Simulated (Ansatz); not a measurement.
Reaction R1 → P1 + P2, each structure at its B3LYP-D3(BJ)/def2-TZVP stationary point, reached from a drawn start (curvature not checked).
R1: Cl2OZr (SMILES [O]=[Zr]([Cl])[Cl]), charge 0, multiplicity 1.
P1, ClOZr (SMILES [O]=[Zr][Cl]) (charge 0, multiplicity 2):
```xyz
3

Zr     0.193     0.006    -0.781
O      1.588    -0.006     0.252
Cl    -1.781     0.001     0.529
```
P2: Cl atom, charge 0, multiplicity 2.

P less R. No zero-point or thermal terms; singlets are restricted closed shells; open shells are unrestricted; no spin–orbit coupling. The spin states of the d-block species are the ones drawn and need not be the lowest.

Frozen-core correlation throughout.

Programs: Ansatz (Gaussian basis) for Hartree–Fock, density functionals and correlated methods. No computed number here is a measurement. Elements past Kr take the def2 small-core potentials, without spin–orbit coupling.

Total energies in hartree:

```tsv
structure	PBE/def2-TZVPP	B3LYP/def2-TZVPP	CCSD(T)/def2-QZVPP
R1	-1042.514617	-1042.990004	-1041.543858
P1	-582.370798	-582.643511	-581.657464
P2	-459.958430	-460.167005	-459.695345
```

**Question.** Work out the reaction energy at each level in kJ/mol (1 hartree = 2625.49964 kJ/mol), and say how far PBE/def2-TZVPP lies from CCSD(T)/def2-QZVPP.

**Answer.** 
- PBE/def2-TZVPP: (-582.370798) + (-459.958430) − (-1042.514617) = 0.185389 hartree = 486.7 kJ/mol
- B3LYP/def2-TZVPP: (-582.643511) + (-460.167005) − (-1042.990004) = 0.179488 hartree = 471.2 kJ/mol
- CCSD(T)/def2-QZVPP: (-581.657464) + (-459.695345) − (-1041.543858) = 0.191049 hartree = 501.6 kJ/mol
PBE/def2-TZVPP less CCSD(T)/def2-QZVPP: -14.9 kJ/mol. CCSD(T)/def2-QZVPP is the level counted from, the highest shown, and no exact or measured value.

Ansatz is a first-principles code.
